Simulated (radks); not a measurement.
Initial-state core-level shifts of neutral rubidium when its valence configuration changes from [Kr] 5s1. All-electron calculation, scalar-relativistic Kohn-Sham, BLYP, spin-polarised, spherical densities, point nucleus; open shells are filled with parallel spins first (spin-orbit coupling, left out, can overturn this in heavy ions). Program: a radial shooting solver on a logarithmic mesh with Libxc functionals. Shifts are changes of the shell-averaged eigenvalues in eV (positive: less bound).

[
 {"valence": "5s0.5 5p0.5", "2p": "-0.757", "3p": "-0.757", "3d": "-0.757", "4p": "-0.735"},
 {"valence": "4d1", "2p": "-1.219", "3p": "-1.210", "3d": "-1.206", "4p": "-1.145"},
 {"valence": "5p1", "2p": "-1.469", "3p": "-1.471", "3d": "-1.470", "4p": "-1.423"},
 {"valence": "4d0.5 5s0.5", "2p": "-0.782", "3p": "-0.777", "3d": "-0.776", "4p": "-0.744"}
]
